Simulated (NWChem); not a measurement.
Molecule: C$_{2}$H$_{3}$F$_{2}$, doublet; SMILES F[C](F)C

All runs: NWChem. Spin-unrestricted. In the optimisation the excess spin sits in a' (Cs, its own frame). Structure relaxed at the PBE0/def2-SVP, spin-unrestricted level. No stability test was run on the SCF state. Level: B3LYP/def2-SVP with SMD (1 M gas to 1 M solution), gas-phase geometry. Reactions with the solvent are ignored.

Q: Estimate the computed values for solvent tetrahydrofuran. Quantities: solvation free energy (kcal/mol); cavity-dispersion-structure term (kcal/mol); dipole in solution (D).

A: 
```yaml
solvation free energy (kcal/mol): -1.1
cavity-dispersion-structure term (kcal/mol): 1.0
dipole in solution (D): 2.12
```
